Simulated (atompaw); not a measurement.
**What one change does to a pseudopotential (titanium, PAW (atompaw))**

Ti, PAW, made with atompaw 4.2.0.5 (PBEsol, scalar-relativistic). Core [Ar], reference 3d2 4s0 4p0 (charge +2). Waves: 4s (bound, empty): rc 2.80 bohr; 4s channel at 2.9 Ry: rc 2.65 bohr; 4p (bound, empty): rc 2.80 bohr; 4p channel at -0.3 Ry: rc 2.80 bohr; 3d (bound): rc 1.20 bohr; 3d channel at 0.35 Ry: rc 2.80 bohr. Local part: troulliermartins scheme with l = 3 at -0.5 Ry, radius 2.50 bohr. Core correction: smooth core density matched at 1.60 bohr. Augmentation charge: sinc compensation charge, radius 2.05 bohr; PAW radius 2.80 bohr; waves and projectors: custom rrkj vanderbiltortho.

Change: augmentation sinc compensation charge, radius 2.05 bohr; PAW radius 2.80 bohr; waves and projectors: custom polynom2 7 10 vanderbiltortho.

Cutoffs: the cutoffs (Ry, on a coarse ladder) from which the occupation-weighted sum of valence levels, in a spherical-Bessel basis at the reference potential, stays within 10 and 1 mRy of its value at 400 Ry; they do not see the model core or the augmentation charge, which bear on the density cutoff.

Question: What does the change do?

Answer: The range in which the s phases agree widens (upper end 0.6 → 2.2); the range in which the d phases agree widens (upper end 1.7 → 3.6); neither file shows a bound ghost.

```tsv
quantity	base	changed
cutoff, loose	70 Ry	300 Ry
cutoff, tight	100 Ry	over 300 Ry
bound ghosts	none	none
s: phases at 2.81 bohr within 0.05 rad from the reference energy up to (Ry; the scan ends near 5)	0.6	2.2
p: phases at 2.81 bohr within 0.05 rad from the reference energy up to (Ry; the scan ends near 5)	1.1	1.7
d: phases at 2.81 bohr within 0.05 rad from the reference energy up to (Ry; the scan ends near 5)	1.7	3.6
lowest overlap eigenvalue by channel	s 0.66, p 0.58, d 0.54	s 0.81, p 1.00, d 0.58
```

 The cutoffs see the waves, projectors and local potential, not the compensation charge or the core.
